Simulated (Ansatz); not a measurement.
Mulliken charges of BGaH5ISi, SMILES `[GaH2][BH][SiH2]I` from ωB97M-V/def2-TZVPP in Ansatz (PBE0-D4/def2-TZVP geometry).

| atom | x (Å) | y (Å) | z (Å) | charge (e) |
| --- | --- | --- | --- | --- |
| Ga1 | -0.348 | 1.622 | -1.009 | 0.031 |
| B2 | 0.326 | 0.417 | 0.528 | -0.212 |
| Si3 | 0.527 | -1.517 | 0.357 | 0.126 |
| I4 | -1.650 | -0.955 | 1.475 | -0.032 |
| H5 | 0.688 | 2.519 | -1.796 | -0.035 |
| H6 | -1.845 | 1.693 | -1.492 | -0.028 |
| H7 | 0.788 | 0.864 | 1.537 | 0.151 |
| H8 | 1.312 | -2.374 | 1.279 | -0.001 |
| H9 | 0.202 | -2.270 | -0.879 | 0.001 |

**Question.** By hand: the dipole of these point charges (1 e Å = 4.8032 D).

**Answer.** Σ q r = (0.185, -0.204, 0.189) e Å, of length 0.334 e Å = 1.60 D.

**Question.** How does the dipole of the full density compare? (Estimate.)

**Answer.** The calculation gave: (0.173, -0.304, 0.069) e Å, 1.71 D; the point charges give 0.94 times that, at 26° from its direction.

Point charges leave out the atoms' own dipoles, such as those of lone pairs, and Mulliken's split depends on the basis, so the two needn't agree.
